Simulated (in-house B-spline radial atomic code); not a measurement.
# RPA and G0W0 on PBEsol: Si V (Si4+)

Configuration [He] 2s2 2p6, mean-field start PBEsol. Computed with an all-electron radial atomic-structure program (B-spline basis): all electrons, non-relativistic, point nucleus, each spin shell either full or empty, empty states to l = 9 with an (l + 1/2)⁻⁴ tail; G0W0 by contour deformation at full frequency.

Command:
```bash
python run_gw.py task.json out
```
Settings (radii: box in bohr, nucleus in fm):
```
Z                        14
electrons                10
configuration            [He] 2s2 2p6
hamiltonian              nr
method                   pbesol
lmax                     9
spin_polarised           False
box_radius               11.96
intervals                47
```

Time taken, with all properties: 0.6 s on 1 thread of Intel(R) Xeon(R) Platinum 8375C CPU @ 2.90GHz (shared host).

Energies (hartree):

```
                                     term       value
                         mean-field total  -284.91029
Hartree-Fock functional on these orbitals  -285.17384
                      direct second order    -0.67881
                    second-order exchange     0.23994
                         SOSEX correction     0.22297
```

**Question.** What is the RPA correlation energy, and what remains with SOSEX?

**Answer.** RPA gives -0.61138 hartree (-1.66 eV per electron); RPA + SOSEX gives -0.38842, and the second-order doubles -0.43887 hartree (no singles). RPA lacks exchange-type terms and so overcorrelates at short range.

Quasi-particle levels (eV):

```
level  occupied  mean field  Σx - vxc     Σc  QP weight     G0W0
   2p       yes     -148.32    -20.68      ?          ?        ?
   2s       yes     -191.22    -28.75   5.50      0.943  -214.46
   3s        no      -49.79      5.47  -0.59      0.996   -44.91
```

G0W0 = mean field + (Σx - vxc) + Σc, with Σc (partial-wave tail included) taken at the quasi-particle energy. Levels of low weight are left out.

**Question.** Where does G0W0 put 2p?

**Answer.** At -166.69 eV, with Σc = 2.31 eV and a quasi-particle weight of 0.965. The tabulated removal energy is 166.767 ± 0.003 eV (NIST, measured); the calculation leaves out relativity, Breit and QED terms, and what these don't explain is the method's own error.
